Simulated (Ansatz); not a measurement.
Compare A (`[F][Ge]([SiH3])([SH])[Cl]`) with its isomer B (`F[SiH](Cl)[S][GeH3]`).

Isolated molecules relaxed with PBE0-D4/def2-TZVP in Ansatz; ΔE leaves out vibrations. CBS: MP2 limit from def2 TZ/QZ plus the TZ coupled-cluster correction, frozen cores. DFT in def2-TZVPP. B3LYP here is the variant with VWN-RPA as its local correlation; programs differ in this. For Ge outer-core shells are correlated without core-valence functions, which leaves a few kJ/mol of doubt a bond. Scalar relativity is left out up to krypton. One conformer a species, not always the lowest.

A:

```xyz
9

F     0.0508   -2.2480    0.2732
Ge    0.6599   -0.6724   -0.1429
Si   -1.2117    0.7798   -0.4239
S     2.1827   -0.1077    1.3479
Cl    1.7454   -0.9381   -1.9711
H    -2.1502    0.1574   -1.3872
H    -0.6982    2.0742   -0.9310
H    -1.8489    0.9532    0.9049
H     1.2703    0.0016    2.3303
```

B:

```xyz
9

F     2.563   -1.716    0.210
Si    1.398   -0.657    0.401
Cl    2.124    1.182   -0.118
S    -0.191   -1.264   -0.829
Ge   -1.519    0.499   -0.437
H     1.046   -0.597    1.831
H    -1.278    0.981    1.001
H    -2.944   -0.033   -0.613
H    -1.199    1.605   -1.446
```

(1) Which is lower in electronic energy at CCSD(T)/CBS, and by how much? (Estimate.)

(2) Give E(B) − E(A) in kcal/mol with CCSD/def2-TZVPP, ωB97M-V, PBE0-D4, HF/def2-TZVPP, CCSD(T)/def2-TZVPP, PBE-D4, B3LYP. (Best estimate.)

Largest T1 diagnostic: 0.012.

## Answers

(1) Computed: B, by 35.0 kcal/mol.

(2) Ansatz gave: CCSD/def2-TZVPP -33.2, ωB97M-V -34.4, PBE0-D4 -32.2, HF/def2-TZVPP -33.3, CCSD(T)/def2-TZVPP -33.0, PBE-D4 -29.8, B3LYP -30.3. None reverses the order clearly.

From PBE to PBE0 (25 % exact exchange), in def2-TZVPP and without D4, E(B) − E(A) moves by −2.6 kcal/mol. The D4 term adds −0.9 kcal/mol with B3LYP and −0.4 kcal/mol with PBE0; it sums over pairs of atoms, weighted by their polarisabilities, and B3LYP, whose exchange is more repulsive, gets the larger term.
